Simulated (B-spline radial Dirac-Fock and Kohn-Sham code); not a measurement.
# Total and shell-resolved photoionisation of Cd⁶⁺

System: the Cd⁶⁺ ion in the configuration [Kr] 4d6.

Input of the calculation (task.json; shells as n, l, electrons):

```json
{"items": [{
  "Z": 48,
  "q": 6,
  "cfg": [[1, 0, 2], [2, 0, 2], [2, 1, 6], [3, 0, 2], [3, 1, 6], [3, 2, 10], [4, 0, 2], [4, 1, 6], [4, 2, 6]],
  "A": 114,
  "rrms": 4.6087,
  "do": ["binding", "quiet", "photo"],
  "hv": [21.22, 45.2, 150, 269.0, 400, 600, 605.0, 617.0, 1000, 2000, 3970.0, 5690.0, 12000, 25100.0, 150000, 164000.0]
}]}
```

Command: `python xray_run.py task.json out`

The computed values come from a B-spline atomic structure program: the independent-particle Dirac-Slater model, thresholds from Dirac-Fock.

Computed thresholds (eV): K 26823.0, L1 4137.9, L2 3841.5, L3 3651.7, M1 884.5, M2 765.6, M3 730.8, M4 521.6, M5 514.9, N1 219.2, N2 177.5, N3 171.1, N4 108.1, N5 107.2.

| photon energy (eV) | total (b) | K (%) | L (%) | M (%) | N (%) |
| --- | --- | --- | --- | --- | --- |
| 150 | 429300 | – | – | – | 100.0 |
| 269 | 1.078e+06 | – | – | – | 100.0 |
| 400 | 686200 | – | – | – | 100.0 |
| 600 | 3.044e+06 | – | – | 87.6 | 12.4 |
| 605 | 2.998e+06 | – | – | 87.6 | 12.4 |
| 617 | 2.888e+06 | – | – | 87.6 | 12.4 |
| 1000 | 1.380e+06 | – | – | 89.4 | 10.6 |
| 2000 | 277000 | – | – | 87.8 | 12.2 |
| 3970 | 223800 | – | 77.9 | 19.0 | 3.0 |
| 5690 | 102800 | – | 81.2 | 16.1 | 2.7 |
| 12000 | 13910 | – | 81.5 | 15.6 | 2.9 |
| 25100 | 1772 | – | 81.4 | 15.6 | 3.0 |
| 150000 | 76.10 | 86.9 | 10.6 | 2.0 | 0.4 |
| 164000 | 58.75 | 86.9 | 10.6 | 2.0 | 0.4 |

Q: With what power of the photon energy does the total fall between 150000 and 164000 eV?

A: As E^-2.90. The non-relativistic Born limit for an s electron far above threshold is E^-3.5; near threshold and at relativistic energies the fall is slower.
